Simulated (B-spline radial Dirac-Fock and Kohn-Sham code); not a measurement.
Sc⁹⁺: photoemission with 4860 eV photons

System: the Sc⁹⁺ ion in the configuration [Ne] 3s2.

Level of theory: Dirac-Hartree-Slater photoionisation with all multipoles and Dirac-Fock thresholds; a radial atomic solver. The asymmetry parameter β is from the dipole term alone. Kinetic energies are from the vacuum level.

```
subshell  electrons  binding (eV)  kinetic (eV)  σ (kb)     β
      1s          2        4721.4         138.6    46.0  2.00
      2s          2         716.3        4143.7    3.08  2.00
   2p1/2          2         621.5        4238.5   0.731  0.88
   2p3/2          4         616.8        4243.2    1.39  0.87
      3s          2         222.9        4637.1   0.570  2.00
```

Branching ratios of the spin-orbit partners (statistical value in brackets): 2p 1.91 (2.00).

Values without a named source are computed, but for edge energies of neutral atoms, which are taken from tables.
